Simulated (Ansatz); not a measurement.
Computed with Ansatz on PBE0-D4/def2-TZVP structures; ΔE is electronic, products minus reactants. CBS: MP2 limit from def2 TZ/QZ plus the TZ coupled-cluster correction, frozen cores. Functionals use def2-TZVPP. def2 core potentials past Kr. For In, Se outer-core shells are correlated without core-valence functions, which leaves a few kJ/mol of doubt a bond. Scalar relativity is left out up to krypton. Each species was taken in one conformer, which may not be the lowest.

Reaction (formal exchange of groups at the Se–In bond): `[CH3][In]([Cl])[SeH]` + `[SeH][SiH2][SeH]` → `[SeH][SiH]([SeH])[SeH]` + `[CH3][InH][Cl]`

CCSD(T)/CBS gives +0.55 eV.

(1) Another level gave +0.58 eV. Which?
A. HF/def2-TZVPP
B. B2PLYP/def2-TZVPP
C. PBE/def2-TZVPP
D. PBE-D4/def2-TZVPP

Largest T1 diagnostic among the species: 0.012.

## Answers

(1) B. B2PLYP 0.58, PBE 0.51, PBE-D4 0.46, HF/def2-TZVPP 0.68 eV.

In def2-TZVPP, CCSD(T) changes the Hartree–Fock value by −0.14 eV (the triples alone add −0.01 eV) and MP2 by −0.15 eV. The D4 term adds −0.08 eV with B3LYP and −0.04 eV with PBE0; it sums over pairs of atoms, weighted by their polarisabilities, and B3LYP, whose exchange is more repulsive, gets the larger term.

B3LYP here is the variant with VWN-RPA as its local correlation; programs differ in this.
